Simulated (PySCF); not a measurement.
SnH₂Cl₂, SMILES [Cl][SnH2][Cl]. Heavy atoms are numbered as in [SnH2:1]([Cl:2])[Cl:3]. Hydrogens are named by the atom that carries them.

The structure is a stationary point at PBE-D3(BJ)/def2-SVP. The def2 effective core potentials stand for the cores of Sn; spin–orbit coupling is left out.

The numbers are results of PySCF with ωB97X/def2-TZVPD, not measurements.

Mulliken values depend strongly on the basis, most of all with diffuse functions as here. ESP charges are fitted to the potential on shells at 1.4 to 2.0 van der Waals radii. Atomic charges (e), one atom of each kind:

```csv
atom,ESP fit,Mulliken
Sn1 (SnH2),0.31,0.89
Cl2,-0.19,-0.41
H on Sn1,0.03,-0.04
```
